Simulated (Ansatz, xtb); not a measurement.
## Relative energy of two isomers of C4H4BN3

Structure a: `Bc1nc(C#N)c[nH]1`, a singlet. Structure b: `Bn1cnc(C#N)c1`, a singlet. Both are isolated molecules in the gas phase, relaxed with PBE-D3(BJ)/def2-SVP; the shapes shown needn't be the lowest conformers.

a (Å):

```json
{"atom": "C", "x (Å)": "-1.3325", "y (Å)": "-0.6050", "z (Å)": "0.6347"}
{"atom": "C", "x (Å)": "-0.5099", "y (Å)": "-2.5999", "z (Å)": "0.8886"}
{"atom": "C", "x (Å)": "-0.3780", "y (Å)": "-3.9526", "z (Å)": "1.3307"}
{"atom": "C", "x (Å)": "0.3942", "y (Å)": "-1.9122", "z (Å)": "0.0490"}
{"atom": "B", "x (Å)": "-2.2056", "y (Å)": "0.6486", "z (Å)": "0.7010"}
{"atom": "N", "x (Å)": "-1.5516", "y (Å)": "-1.7926", "z (Å)": "1.2346"}
{"atom": "N", "x (Å)": "-0.2465", "y (Å)": "-5.0651", "z (Å)": "1.6798"}
{"atom": "N", "x (Å)": "-0.1392", "y (Å)": "-0.6783", "z (Å)": "-0.0925"}
{"atom": "H", "x (Å)": "-1.8555", "y (Å)": "1.6441", "z (Å)": "0.0928"}
{"atom": "H", "x (Å)": "-3.2259", "y (Å)": "0.6380", "z (Å)": "1.3511"}
{"atom": "H", "x (Å)": "1.3312", "y (Å)": "-2.2290", "z (Å)": "-0.4212"}
{"atom": "H", "x (Å)": "0.2573", "y (Å)": "0.0879", "z (Å)": "-0.6411"}
```

b (Å):

```tsv
atom	x (Å)	y (Å)	z (Å)
C	-0.2883	-1.4725	1.8336
C	-0.0093	-2.2960	-0.1285
C	0.5373	-3.1256	-1.1523
C	-1.0035	-1.3442	-0.2699
B	-2.1198	0.2303	1.3924
N	-1.1975	-0.7982	0.9987
N	0.4269	-2.3612	1.2019
N	0.9746	-3.7998	-2.0077
H	-2.1263	0.5605	2.5567
H	-2.8384	0.7118	0.5465
H	-0.2284	-1.2347	2.9041
H	-1.5789	-1.0122	-1.1392
```

Question: Estimate E(b) − E(a) at the level CCSD(T)/def2-SVP + ΔMP2/def2-TZVPP.

Answer: Calculated at CCSD(T)/def2-SVP + ΔMP2/def2-TZVPP: E(b) − E(a) = −0.736 eV, so structure b lies lower.

How the difference moves with the method:

```
                             level             geometry  E(b) − E(a) (eV)  departure from the last row (eV)  job, with rough time for the two
                          GFN2-xTB             GFN2-xTB              −0.888                            −0.153               optimisation, 0.2 s
                         HF/STO-3G             GFN2-xTB              −1.020                            −0.284                 single point, 1 s
                r2SCAN-D4/def2-SVP             GFN2-xTB              −0.588                            +0.148               single point, 5.2 s
               PBE-D3(BJ)/def2-SVP  PBE-D3(BJ)/def2-SVP              −0.564                            +0.172                optimisation, 31 s
                       HF/def2-SVP  PBE-D3(BJ)/def2-SVP              −0.844                            −0.108           part of the CCSD(T) run
                      MP2/def2-SVP  PBE-D3(BJ)/def2-SVP              −0.692                            +0.044           part of the CCSD(T) run
                  CCSD(T)/def2-SVP  PBE-D3(BJ)/def2-SVP              −0.766                            −0.030                      single point
CCSD(T)/def2-SVP + ΔMP2/def2-TZVPP  PBE-D3(BJ)/def2-SVP              −0.736                                                  single point, 86 s
```

As drawn, b has 1 B–N, 1 C–H in place of 1 C–B, 1 N–H.

The levels shown agree on the order. The largest departure from CCSD(T)/def2-SVP + ΔMP2/def2-TZVPP is that of HF/STO-3G, 0.284 eV. The last row adds to CCSD(T) the change of the MP2 difference between the two basis sets, here +0.030 eV.

With thermal terms from frequencies at re-optimised GFN2-xTB minima (ideal gas, soft modes damped towards free rotors, one conformer each, 298.15 K, 1 atm): the zero-point term adds +0.016 eV; ΔH is −0.725 and ΔG −0.715 eV.

The correlated steps freeze 8 core orbitals. Programs: Ansatz 0.2.0, xtb 6.7.1; the last row on 2 threads of Intel(R) Xeon(R) Processor @ 2.70GHz on a shared host.
